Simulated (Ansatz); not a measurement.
`F/C=C/[SiH3]` + `BN[SiH2]F` → `BN([SiH3])[SiH2]F` + `C=CF`  (ligand exchange at the Si–C bond)

Gas-phase electronic energies from Ansatz, PBE0-D4/def2-TZVP geometries. CCSD(T)/CBS is the MP2 limit (def2-TZVPP, def2-QZVPP) plus CCSD(T) − MP2 in def2-TZVPP, frozen cores. Functionals use def2-TZVPP. B3LYP here is the variant with VWN-RPA as its local correlation; programs differ in this. One conformer a species, not always the lowest.

```tsv
level	ΔE (kJ/mol)	difference from CCSD(T)/CBS
PBE-D4	-21.5	10.9
r2SCAN-D4	-26.0	6.4
PBE0-D4	-25.0	7.4
B3LYP-D4	-30.2	2.2
ωB97X-V	-28.9	3.5
ωB97M-V	-29.8	2.6
B2PLYP	-27.7	4.7
PBE	-17.4	15.0
r2SCAN	-24.9	7.5
PBE0	-21.3	11.1
HF/def2-TZVPP	-33.0	-0.6
HF/def2-QZVPP	-34.0	-1.6
MP2/def2-QZVPP	-33.2	-0.8
SCS-MP2/def2-QZVPP	-33.7	-1.3
HF/CBS(def2)	-34.2	-1.8
CCSD/CBS(def2)	-32.9	-0.5
CCSD(T)/CBS	-32.4	0
```

Largest T1 diagnostic among the species: 0.012.

From PBE to PBE0 (25 % exact exchange), in def2-TZVPP and without D4, ΔE moves by −3.9 kJ/mol. The D4 term adds −6.7 kJ/mol with B3LYP and −3.7 kJ/mol with PBE0; it sums over pairs of atoms, weighted by their polarisabilities, and B3LYP, whose exchange is more repulsive, gets the larger term.
